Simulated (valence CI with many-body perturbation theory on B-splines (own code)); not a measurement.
**Ladder of approximations for Sc8+**

Computed by valence CI with perturbative core correlation (CI+MBPT): three valence electrons over a frozen Dirac-Fock core [Ne], a basis of 11 s, 11 p, 9 d, 7 f, 5 g, 2 h, 1 i functions for each j, with the one-electron correlation potential Σ1 (screened to all orders), the two-electron term Σ2, the three-electron term Σ3, Breit, model QED; selected single and double excitations, second order for the rest, scaled by the run's own slope (own B-spline code, finite nucleus).

No measured levels were compared; by estimate levels of excited configurations hold to 0.05 to 0.15 % of their energy, terms of the ground configuration to about 0.5 %.

Each rung adds one term. CI alone is the Dirac-Coulomb CI over the frozen core; QED comes last and gives the full result, which names the levels. Energies are above 3s2 3p 2P°_1/2 on the same rung, in cm⁻¹.

Names give the largest LS component (configuration and term), which can be under half, so a name can repeat, a term be missing and a line seem to break the LS rules; names also repeat where a configuration has a term twice.

| Level | CI alone |
| --- | --- |
| 3s2 3p 2P°_3/2 | 5876 |
| 3s 3p2 4P_1/2 | 144212 |
| 3s 3p2 4P_3/2 | 146402 |
| 3s 3p2 4P_5/2 | 149626 |
| 3s 3p2 2D_3/2 | 191690 |
| 3s 3p2 2D_5/2 | 192107 |
| 3s 3p2 2S_1/2 | 242118 |
| 3s 3p2 2P_1/2 | 259467 |
| 3s 3p2 2P_3/2 | 262934 |
| 3s2 3d 2D_3/2 | 317014 |
| 3s2 3d 2D_5/2 | 317406 |
| 3p3 2D°_3/2 | 374550 |
| 3p3 2D°_5/2 | 375254 |
| 3p3 4S°_3/2 | 387423 |
| 3p3 2P°_1/2 | 421321 |
| 3p3 2P°_3/2 | 421630 |

Problem. What do these energies become with core correlation, Breit and QED?

Solution. 3s2 3p 2P°_3/2 5769 (-106); 3s 3p2 4P_1/2 144938 (+726); 3s 3p2 4P_3/2 147089 (+687); 3s 3p2 4P_5/2 150223 (+596); 3s 3p2 2D_3/2 191618 (-73); 3s 3p2 2D_5/2 191997 (-111); 3s 3p2 2S_1/2 240545 (-1572); 3s 3p2 2P_1/2 256060 (-3407); 3s 3p2 2P_3/2 259391 (-3542); 3s2 3d 2D_3/2 313843 (-3172); 3s2 3d 2D_5/2 314198 (-3207); 3p3 2D°_3/2 374325 (-225); 3p3 2D°_5/2 374993 (-260); 3p3 4S°_3/2 384686 (-2737); 3p3 2P°_1/2 419449 (-1871); 3p3 2P°_3/2 419748 (-1882).

Problem. How does the ionisation energy move along the ladder, and which term matters most?

Solution. CI alone 180.45, + Σ1 181.01, + Σ2 180.83, + Σ3 180.80, + Breit 180.74, + QED 180.75 eV. The largest step is Σ1, 0.56 eV. NIST lists 180.03 ± 0.12 eV (measured), further off than its uncertainty and the later steps.
